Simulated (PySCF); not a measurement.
**Bond energies at CCSD(T)/def2-SVP beside a composite method**

PySCF, lowest determinants of a PBE0 search. The composite is CCSD(T) extrapolated to the basis-set limit from two correlation-consistent sets, with core-valence (CV) and scalar-relativistic (SR) terms as its label shows; it has no spin–orbit coupling and nothing beyond (T).

```json
{"species": "ZnO", "state (unpaired electrons)": "triplet (σ ↑, π ↑)", "De CCSD(T) (eV)": "0.92", "De composite (eV)": "1.24", "composite": "CCSD(T)/CBS(DT)", "dissociates to": "Zn + O"}
{"species": "TeO", "state (unpaired electrons)": "triplet (π ↑↑)", "De CCSD(T) (eV)": "3.06", "De composite (eV)": "4.06", "composite": "CCSD(T)/CBS(TQ)", "dissociates to": "Te + O"}
{"species": "TlS", "state (unpaired electrons)": "doublet (π ↑)", "De CCSD(T) (eV)": "2.47", "De composite (eV)": "2.97", "composite": "CCSD(T)/CBS(DT)", "dissociates to": "Tl + S"}
{"species": "TlN", "state (unpaired electrons)": "triplet (π ↑↑)", "De CCSD(T) (eV)": "0.90", "De composite (eV)": "1.54", "composite": "CCSD(T)/CBS(DT)", "dissociates to": "Tl + N"}
{"species": "CaBr", "state (unpaired electrons)": "doublet (σ ↑)", "De CCSD(T) (eV)": "3.27", "De composite (eV)": "3.60", "composite": "CCSD(T)/CBS(DT)", "dissociates to": "Ca + Br"}
{"species": "RbSr", "state (unpaired electrons)": "doublet (σ ↑)", "De CCSD(T) (eV)": "0.11", "De composite (eV)": "0.13", "composite": "CCSD(T)/CBS(DT)", "dissociates to": "Rb + Sr"}
{"species": "AlS", "state (unpaired electrons)": "doublet (σ ↑)", "De CCSD(T) (eV)": "3.69", "De composite (eV)": "4.25", "composite": "CCSD(T)/CBS(TQ)+CV+SR", "dissociates to": "Al + S"}
{"species": "BeI", "state (unpaired electrons)": "doublet (σ ↑)", "De CCSD(T) (eV)": "2.04", "De composite (eV)": "2.61", "composite": "CCSD(T)/CBS(TQ)+CV", "dissociates to": "Be + I"}
```

Task: Does CCSD(T) bind more or less than the composite, by how much on average, and where is the difference largest?

Result: CCSD(T)/def2-SVP binds less on average, method and basis taken together: the mean signed difference is -0.49 eV and the mean absolute one 0.49 eV; it is largest for TeO (-1.00 eV).

The molecules are drawn from runs that passed checks on state, spin purity and fit, so the hardest cases are missing and the errors look smaller than over all diatomics.

Correlated steps freeze the inner cores (0 to 28 orbitals); shallow outer-core shells are correlated. UHF and ROHF references stand side by side, which adds small steps between rows. Weak bonds: RbSr. Basis-set superposition, not corrected here, can be much of De in a small basis, most of all at correlated wavefunction levels. These are scalar-relativistic numbers at best; spin–orbit coupling would shift them, the dissociation energy most. The CCSD T1 diagnostic is raised in AlS, TeO, a sign that a single reference may not be enough there. States were picked by a PBE0 search and need not be the measured ground states.
